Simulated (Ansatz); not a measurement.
Reaction (SMILES): BN (BH2-NH2) → B atom + 4 H atom + N atom
B3LYP-D3(BJ)/def2-TZVP geometries, fixed; electronic energies without zero-point terms.

Energies in hartree at MP2 with Ansatz (a quantum-chemistry and plane-wave program); the atomisation energy is their sum with the coefficients shown, times 627.509 kcal/mol a hartree. All functions are spherical. Cores are frozen. Open shells are unrestricted. No added dispersion term, no relativity.

```tsv
species	coefficient	part	cc-pVDZ	cc-pVTZ	cc-pVQZ
BN (BH2-NH2)	-1	Hartree-Fock	-81.49921	-81.52660	-81.53287
BN (BH2-NH2)	-1	correlation	-0.26489	-0.32764	-0.34957
B atom	+1	Hartree-Fock	-24.52996	-24.53207	-24.53297
B atom	+1	correlation	-0.03651	-0.04408	-0.04702
H atom	+4	Hartree-Fock	-0.49928	-0.49981	-0.49995
N atom	+1	Hartree-Fock	-54.39111	-54.40069	-54.40372
N atom	+1	correlation	-0.07074	-0.09593	-0.10388
```

Problem. Predict the atomisation energy in cc-pV5Z (X = 5): let each Hartree-Fock step shrink by the ratio of the last two, and fit each correlation energy at X = 3 and 4 to E + A/X^3. Compare with the run.

Solution. 
- BN (BH2-NH2): steps -0.02739 and -0.00627, ratio 0.229, so Hartree-Fock -81.53431 (run: -81.53437); A = (-0.32764 - (-0.34957))/(1/27 - 1/64) = 1.0242, correlation -0.34957 - A/64 + A/125 = -0.35738 (run: -0.35787).
- B atom: steps -0.00211 and -0.00090, ratio 0.427, so Hartree-Fock -24.53335 (run: -24.53312); A = (-0.04408 - (-0.04702))/(1/27 - 1/64) = 0.1373, correlation -0.04702 - A/64 + A/125 = -0.04807 (run: -0.04820).
- H atom: steps -0.00053 and -0.00014, ratio 0.264, so Hartree-Fock -0.49999 (run: -0.49999).
- N atom: steps -0.00958 and -0.00303, ratio 0.316, so Hartree-Fock -54.40468 (run: -54.40444); A = (-0.09593 - (-0.10388))/(1/27 - 1/64) = 0.3713, correlation -0.10388 - A/64 + A/125 = -0.10671 (run: -0.10709).
Predicted 501.33 kcal/mol; the run in cc-pV5Z gives 501.65, a miss of -0.32. Keeping the value in cc-pVQZ, 498.90, would miss by -2.75. All sums are of the energies as printed.
